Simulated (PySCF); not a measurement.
# Excitation energy of Ru by level of theory

Ru [Kr] 4d7 5s1 (5F) → Ru [Kr] 4d8 (3F), as a difference of total energies. All numbers are calculated (PySCF 2.14, the spin-free X2C one-electron Hamiltonian (Gaussian nucleus), in aug-cc-pVTZ-DK). Correlated levels: valence: [Kr] frozen. The calculations carry no spin-orbit coupling.

```
           method  excitation energy (cm⁻¹)
              UHF                     18291
              LDA                    7828.2
              PBE                    8684.2
             PBE0                    9862.8
           r2SCAN                     11352
          r2SCANh                     11510
          wB97X-V                    6492.6
        BHandHLYP                     10116
    MP2 (valence)                    8905.6
SCS-MP2 (valence)                    6743.5
```

A first-order spin-orbit estimate (lowest level to lowest level, LS coupling) adds 0.012 eV.
